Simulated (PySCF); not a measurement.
Compound: SiH3(pyrrolidide), C4H11NSi.
SMILES: `[H][Si]([H])([H])N1CCCC1`

The closed-shell ground state was solved at several levels (PySCF, density fitting, gas phase, non-relativistic). Isolated species at its PBE0-D3(BJ)/def2-SVP geometry (one conformer only).

```csv
level,basis functions,total energy (Eh),HOMO (eV),LUMO (eV),gap (eV),dipole (D)
B3LYP/pcSseg-1,164,-503.2847,-5.91,0.65,6.56,1.37
wB97X-D/def2-SVPD,212,-502.9899,-8.00,2.14,10.14,1.39
```

Q: What might PBE0/pcSseg-1 (164 basis functions) give for the same quantities?

A: Total energy -502.8741 Eh, HOMO -6.12 eV, LUMO 0.89 eV, gap 7.01 eV, dipole 1.39 D.

Q: Over all these levels, which gives the widest orbital gap and which the narrowest?

A: wB97X-D/def2-SVPD (range-separated hybrid) has the widest, 10.14 eV, and B3LYP/pcSseg-1 (global hybrid, 20 % exact exchange) the narrowest, 6.56 eV. Functional and basis both differ between the two, so the spread mixes both effects.

Q: How far do the dipole and the HOMO energy spread over the levels?

A: The dipole runs from 1.37 to 1.39 D (mean 1.38 D) and the HOMO from -8.00 to -5.91 eV.

wB97X-D is run here without its empirical dispersion term; that term would change no orbital, density or response property at a fixed geometry.
